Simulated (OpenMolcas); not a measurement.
Kr2+: from CASSCF to CASPT2

| Quantity | Value |
| --- | --- |
| Program | OpenMolcas 26.06 |
| Basis | ANO-R3 [7s6p5d4f2g1h] |
| Scalar Hamiltonian | X2C, finite nucleus |
| Active space | 4 electrons in 3 orbitals (4p) |
| State averaging | 2S+1 = 3 even, 3 roots; 2S+1 = 1 even, 6 roots |
| Spin-orbit coupling | RASSI with atomic mean-field integrals over the reference wave functions, term energies averaged over their components |

Methods on the same reference wave functions:
A. CASSCF
B. SS-CASPT2, IPEA 0.25 Eh, imaginary shift 0.1 Eh (closed shells correlated: 3d 4s)

Energies in cm-1 above 4s2 4p4 3P2, the measured ground level; measured values from Saloman, J. Phys. Chem. Ref. Data 36, 215 (2007).

```
      Level      A      B  Measured
4s2 4p4 3P2    0.0    0.0       0.0
4s2 4p4 3P1   4115   4190      4548
4s2 4p4 3P0   5135   5040      5313
4s2 4p4 1D2  17092  14520     14644
4s2 4p4 1S0  39039  33410     33080
```

Deviations, from unrounded energies. A percentage is the sum of absolute deviations over the sum of measured energies, with the sign that they share, or ± where signs differ.

| Against measurement | Levels | A | B |
| --- | --- | --- | --- |
| mean absolute deviation (cm-1) | 4 | 2300 | 270 |
| fine structure of the ground term (%) | 2 | -6.2 | -6.4 |
| other terms of the ground configuration (%) | 2 | +17.6 | ±0.9 |

B lies closest to measurement on these levels. The largest miss of B in the table is 4s2 4p4 3P1, by -360 cm-1. The ranking rests on the paired levels alone, and a cruder setting can come out closer through cancelling errors.

From A to B the spin-free energies of the other terms of 4s2 4p4 shown, above 3P, scale by factors of 0.81 to 0.84.

The lowest spin-free term lies below A's lowest term by 0.642 hartree in B.

CASPT2 breaks the degeneracy within a term, and the mean is taken; among the terms shown or strongly mixed into the levels shown the widest spread is 170 cm-1 (4s2 4p4 1D, B). With the s shell closed, the reference lacks s² → p² mixing. Measured partners are found by configuration, term and J. A level has none where our copy of the source lacks it or the pairing is in doubt (some pairs that miss far off the trend of their configuration count as doubtful), and it then counts in no deviation. Only configurations of the active space appear.
